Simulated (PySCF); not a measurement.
As2BFH4, SMILES FB([AsH2])[AsH2]. Atoms are numbered in the order given.

```xyz
8

B      0.0000     0.0000     0.6809
As     1.8031     0.0627    -0.2972
H      2.4315    -1.0714     0.5094
H      1.3448    -0.8390    -1.4390
As    -1.8031    -0.0627    -0.2972
H     -2.4315     1.0714     0.5094
H     -1.3448     0.8390    -1.4390
F      0.0000     0.0000     2.0076
```

Coordinates come from a B3LYP-D3(BJ)/def2-SVP optimisation. This is a generated structure with no PubChem entry under its InChIKey; it may be hypothetical.

Level of theory: PBE0/pcSseg-1 (PySCF).

GIAO shieldings, no solvent; atoms listed in one row are averaged. δ = σ(ref) − σ: ¹¹B against BF3 (σ = 88.8 ppm); ⁷⁵As against AsH3 (σ = 1910.2 ppm); ¹H against TMS (σ = 31.56 ppm); ¹⁹F against CFCl3 (σ = 167.2 ppm), references at their B3LYP-D3(BJ)/def2-TZVP geometries, non-relativistic.

```csv
nucleus,atoms,count,δ (ppm)
¹¹B,B1,1,78.7
⁷⁵As,"As2, As5",2,126.7
¹H,"H6, H3",2,3.37
¹H,"H4, H7",2,3.23
¹⁹F,F8,1,62.7
```
